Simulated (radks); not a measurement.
Excited configurations of Pt2+: one electron is placed in a higher orbital outside [Xe] 4f14 5d7. The ground configuration is [Xe] 4f14 5d8. Method: scalar-relativistic Kohn-Sham, PBE, spin-polarised, spherical densities, finite nucleus; open shells are filled with parallel spins first (spin-orbit coupling, left out, can overturn this in heavy ions); Fermi nuclear charge, rms radius 5.427 fm; computed with a radial shooting solver on a logarithmic mesh with Libxc functionals. Excitation = E - E(ground); binding = E(ion) - E, where the ion is the core of charge +3; n* = 3/sqrt(2 binding) in atomic units, and the quantum defect is n - n*.

[
 {"outer orbital": "5f", "excitation (eV)": "22.744", "binding (eV)": "8.479", "eigenvalue (eV)": "-6.588", "<r> (bohr)": "5.122"},
 {"outer orbital": "6s", "excitation (eV)": "2.627", "binding (eV)": "28.596", "eigenvalue (eV)": "-24.309", "<r> (bohr)": "2.413"},
 {"outer orbital": "6p", "excitation (eV)": "11.141", "binding (eV)": "20.082", "eigenvalue (eV)": "-16.666", "<r> (bohr)": "3.006"},
 {"outer orbital": "6d", "excitation (eV)": "19.610", "binding (eV)": "11.613", "eigenvalue (eV)": "-9.554", "<r> (bohr)": "4.558"},
 {"outer orbital": "6f", "excitation (eV)": "25.440", "binding (eV)": "5.783", "eigenvalue (eV)": "-4.765", "<r> (bohr)": "8.871"},
 {"outer orbital": "7s", "excitation (eV)": "18.554", "binding (eV)": "12.668", "eigenvalue (eV)": "-10.959", "<r> (bohr)": "5.079"},
 {"outer orbital": "7p", "excitation (eV)": "21.082", "binding (eV)": "10.141", "eigenvalue (eV)": "-8.714", "<r> (bohr)": "6.046"},
 {"outer orbital": "7d", "excitation (eV)": "24.220", "binding (eV)": "7.002", "eigenvalue (eV)": "-5.939", "<r> (bohr)": "8.224"}
]

The Delta-SCF ionisation energy is 31.223 eV (NIST Atomic Spectra Database: 29 eV, theoretical). Self-interaction in the functional shifts the binding energies and quantum defects, so they are the method's values and not measured ones. Open shells are spherical and high-spin; term and fine-structure splittings are not resolved. Spin-orbit splitting is averaged out at the scalar-relativistic level.
